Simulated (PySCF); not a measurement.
These are B3LYP-D3(BJ)/def2-TZVP // r2SCAN-D4/def2-SVP (PySCF) values and carry that method's errors. Isolated molecules, 0 K electronic values unless said otherwise. One relaxed conformer stands for a flexible species; it need not be the lowest. B3LYP has the VWN-RPA correlation part, as in Gaussian. 

Reference species: [Hf(F)4] (neutral, multiplicity 1).

```yaml
mean_distance_from_the_central_atom_to_its_bonded_neighbours: 1.908 Å
HOMO: -11.86 eV
HOMO–LUMO gap: 10.54 eV
LUMO: -1.32 eV
```

Changed species: [Hf(NH2)4] (4 of 4 F replaced by NH2; the reference has 0 of 4 F replaced by NH2).

Problem. Give the shifts of the mean distance from the central atom to its bonded neighbours, HOMO, HOMO–LUMO gap and LUMO.

Solution. the mean distance from the central atom to its bonded neighbours goes up by 0.147 Å, to 2.055 Å; the HOMO rises by 5.43 eV, to -6.43 eV; the HOMO–LUMO gap decreases by 4.27 eV, to 6.27 eV; the LUMO rises by 1.16 eV, to -0.16 eV.
